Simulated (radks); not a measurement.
The nuclear charge of neutral fluorine is varied continuously with 9 electrons held in [He] 2s2 2p5. All-electron calculation, Dirac Kohn-Sham, PBE, spin-unpolarised, spherical densities, finite nucleus; open shells fill j = l - 1/2 first; Fermi nuclear charge, rms radius 2.8976 fm. Program: a radial shooting solver on a logarithmic mesh with Libxc functionals. By the Hellmann-Feynman theorem dE/dZ = E(electron-nucleus)/Z, the electronic potential at the nucleus (averaged over a nucleus of fixed radius).

Z     E (hartree)  E(electron-nucleus)/Z (hartree)   HOMO  e(HOMO) (eV)  <r> HOMO (bohr)
8.75    -93.22866                         -25.5889  2p3/2        -7.006            1.186
9       -99.74514                         -26.5426  2p3/2       -11.086            1.106
9.25   -106.49978                         -27.4942  2p3/2       -15.665            1.039
9.5    -113.49214                         -28.4445  2p3/2       -20.722           0.9806
9.75   -120.72193                         -29.3937  2p3/2       -26.246           0.9295
10     -128.18896                         -30.3423  2p3/2       -32.228           0.8842

The central difference of E at Z = 9 is -26.542 hartree, to compare with the third column; the second derivative is -3.81 hartree.
